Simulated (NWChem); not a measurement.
C₃HF₃O; SMILES C1(=COC1(F)F)F

```xyz
8

F     -0.8913    -1.9441     0.0000
C     -0.0176    -0.9539     0.0000
C      1.3169    -0.7881     0.0000
O      1.3060     0.6342     0.0000
C     -0.1409     0.5675     0.0000
F     -0.6565     1.1604    -1.0851
F     -0.6565     1.1604     1.0851
H      2.2589    -1.3479     0.0000
```
Atoms are numbered in this order, from 1.

All runs: NWChem. Pople sets run with spherical d functions. Coordinates come from a PBE-D3(BJ)/def2-SVP optimisation. Atomic charges in e: unrestrained fits to the electrostatic potential beside Mulliken populations; buried atoms are poorly determined by the fit.

For level B3LYP/def2-SVP:

| Quantity | Result |
|---|---|
| Mulliken F1 | -0.14 |
| Mulliken C3 | 0.10 |
| Mulliken O4 | -0.31 |
| Mulliken C5 | 0.45 |

Task: What are these values for level Hartree-Fock/6-31G*?

Result: 
| Property | Result |
|---|---|
| Mulliken F1 | -0.38 |
| Mulliken C3 | 0.21 |
| Mulliken O4 | -0.70 |
| Mulliken C5 | 1.22 |
